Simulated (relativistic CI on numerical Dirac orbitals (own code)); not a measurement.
Crystal-field levels of Zn⁴⁺, 3d8

Calculated by Dirac-Coulomb-Breit CI, KLI orbitals optimised for each configuration, QED by a radiative potential, valence Slater integrals scaled by 0.65, one configuration in a parametric crystal field (own radial code).

Field parameters in Wybourne normalisation: D3d B²₀ = −7Dσ, B⁴₀ = −14Dq − 21Dτ, B⁴₃ = −14√(10/7) Dq; D4h B²₀ = −7Ds, B⁴₀ = 21(Dq − Dt), B⁴₄ = 21√(5/14) Dq; Oh B⁴₀ = 21Dq, B⁴₄ = √(5/14) B⁴₀. The field is a parameter set, without covalency.

S and J are read from ⟨S²⟩ = S(S + 1) and ⟨J²⟩ = J(J + 1) of each level; they are not fictitious spins.

Oh, 10Dq = 38850 cm⁻¹, the lowest 16 levels:

| E (cm⁻¹) | Degeneracy | Irrep | S | J |
| --- | --- | --- | --- | --- |
| 0.0 | 3 | T2 | 1.00 | 3.34 |
| 16404 | 2 | E | 0.01 | 2.90 |
| 30553 | 1 | A1 | 0.01 | 3.42 |
| 38543 | 2 | E | 1.00 | 3.55 |
| 38564 | 3 | T1 | 1.00 | 3.46 |
| 39190 | 3 | T2 | 1.00 | 3.13 |
| 39537 | 1 | A2 | 1.00 | 3.00 |
| 50452 | 3 | T2 | 0.99 | 2.29 |
| 50564 | 3 | T1 | 1.00 | 2.36 |
| 50592 | 2 | E | 1.00 | 2.21 |
| 50626 | 1 | A1 | 0.99 | 2.50 |
| 55232 | 3 | T2 | 0.03 | 2.82 |
| 59844 | 3 | T1 | 0.01 | 3.99 |
| 81754 | 1 | A1 | 1.00 | 2.91 |
| 82170 | 3 | T1 | 1.00 | 2.81 |
| 82751 | 2 | E | 1.00 | 2.51 |

D4h, 10Dq = 20800, Ds = 1220, Dt = -590 cm⁻¹, the lowest 16 levels:

```csv
E (cm⁻¹),Degeneracy,Irrep,S,J
0.0,2,E,1.00,3.38
8.6,1,B2,1.00,3.37
15925,1,A1,0.05,2.85
16096,1,B1,0.11,2.88
20888,2,E,1.00,3.30
21041,1,B1,0.97,3.40
25418,1,A1,0.99,3.67
25513,1,A2,1.00,3.53
25917,2,E,1.00,3.32
26393,1,B2,1.00,3.08
26456,1,B1,1.00,3.14
29012,1,A1,0.32,3.38
30431,2,E,1.00,2.33
30904,1,A1,0.87,2.58
36545,1,A2,0.98,2.94
36830,2,E,1.00,2.74
```

D4h, 10Dq = 15550, Ds = -150, Dt = -710 cm⁻¹, the lowest 16 levels:

```
E (cm⁻¹)  Degeneracy  Irrep     S     J
     0.0           2      E  1.00  3.40
    16.9           1     B2  1.00  3.38
   14760           1     B1  0.76  3.24
   14817           1     A1  0.09  2.87
   15663           2      E  1.00  3.30
   17032           1     B1  0.47  3.06
   21484           1     A2  1.00  3.36
   21492           1     B2  1.00  3.21
   21520           2      E  1.00  3.26
   21554           1     A1  0.97  3.54
   21574           1     B1  1.00  3.23
   27963           1     A1  0.76  3.39
   29020           1     A2  1.00  3.16
   29698           2      E  1.00  2.87
   29905           1     A1  0.91  2.73
   30108           2      E  1.00  2.53
```

Oh, 10Dq = 16800 cm⁻¹, the lowest 16 levels:

| E (cm⁻¹) | Degeneracy | Irrep | S | J |
| --- | --- | --- | --- | --- |
| 0.0 | 3 | T2 | 1.00 | 3.41 |
| 15104 | 2 | E | 0.59 | 3.13 |
| 16556 | 3 | T1 | 1.00 | 3.51 |
| 17256 | 3 | T2 | 1.00 | 3.09 |
| 17450 | 2 | E | 0.67 | 3.35 |
| 17591 | 1 | A2 | 1.00 | 3.00 |
| 24555 | 1 | A1 | 0.91 | 3.48 |
| 25711 | 3 | T1 | 1.00 | 3.07 |
| 26606 | 3 | T2 | 1.00 | 2.49 |
| 26921 | 2 | E | 0.98 | 2.34 |
| 28855 | 1 | A1 | 0.21 | 3.71 |
| 32581 | 3 | T2 | 0.09 | 2.59 |
| 37871 | 3 | T1 | 0.04 | 3.96 |
| 40786 | 2 | E | 1.00 | 2.26 |
| 41070 | 3 | T2 | 0.97 | 2.35 |
| 41165 | 1 | A1 | 1.00 | 1.67 |

D3d, 10Dq = 37300, Dσ = 200, Dτ = -80 cm⁻¹, the lowest 10 levels:

```tsv
E (cm⁻¹)	Degeneracy	Irrep	S	J
0.0	2	E	1.00	3.34
0.5	1	A1	1.00	3.34
16387	2	E	0.01	2.90
30425	1	A1	0.02	3.44
36688	1	A2	1.00	3.47
36690	2	E	1.00	3.55
36727	2	E	1.00	3.47
37338	1	A1	1.00	3.13
37341	2	E	1.00	3.12
37687	1	A2	1.00	3.00
```

The free-ion ground term has S = 1. Every field shown keeps that spin.

Levels of this model without a field, named by their leading LS term (the scale mimics covalency, so terms lie below those of the real free ion): ³F4 0, ³F3 2416, ³F2 3884, ¹D2 14580, ³P2 18360, ³P1 18648, ³P0 18990, ¹G4 22744 cm⁻¹.
